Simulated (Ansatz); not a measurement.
Process, species as SMILES: N#P (N-P) + H+ → [NH+]#P
B3LYP-D3(BJ)/def2-TZVP geometries, fixed; electronic energies without zero-point terms; positive where energy is released.

Basis-set convergence of the proton affinity at MP2 with Ansatz (an electronic-structure program). Cartesian d functions, on some or all atoms, in 6-31G*, 6-31G**, 6-311+G**; all else is spherical. Cores are frozen. A restricted Hartree-Fock determinant is unstable towards unrestricted orbitals. The proton sits at the site shown, which need not be the one that binds it best. No added dispersion term, no relativity. Functions are those of the species that has most. Reference: Hartree-Fock in aug-cc-pV(Q+d)Z plus the correlation part extrapolated as X^-3 from aug-cc-pV(T+d)Z and aug-cc-pV(Q+d)Z, 191.50 kcal/mol, itself unsure by roughly 0.18 kcal/mol (a third of the extrapolation step and of the last Hartree-Fock step). Deviations are taken from unrounded values.

| basis | functions | proton affinity (kcal/mol) | minus reference (kcal/mol) |
|---|---|---|---|
| 6-31G* | 36 | 189.32 | -2.18 |
| def2-SVP | 37 | 195.24 | 3.73 |
| pcseg-1 | 37 | 191.67 | 0.17 |
| 6-31G** | 39 | 194.63 | 3.13 |
| cc-pV(D+d)Z | 42 | 193.90 | 2.40 |
| def2-SVPD | 52 | 192.42 | 0.92 |
| 6-311+G** | 59 | 192.93 | 1.43 |
| aug-pcseg-1 | 59 | 188.62 | -2.88 |
| aug-cc-pV(D+d)Z | 64 | 188.78 | -2.72 |
| 6-311++G(2d,2p) | 72 | 191.93 | 0.42 |
| def2-TZVP | 74 | 191.25 | -0.25 |
| pcseg-2 | 78 | 194.68 | 3.18 |
| def2-TZVPP | 87 | 193.05 | 1.55 |
| jun-cc-pV(T+d)Z | 101 | 191.90 | 0.40 |
| aug-pcseg-2 | 119 | 192.76 | 1.26 |
| cc-pV(Q+d)Z | 149 | 192.38 | 0.88 |
| def2-QZVPP | 157 | 192.27 | 0.77 |
| aug-cc-pV(Q+d)Z | 215 | 191.72 | 0.22 |
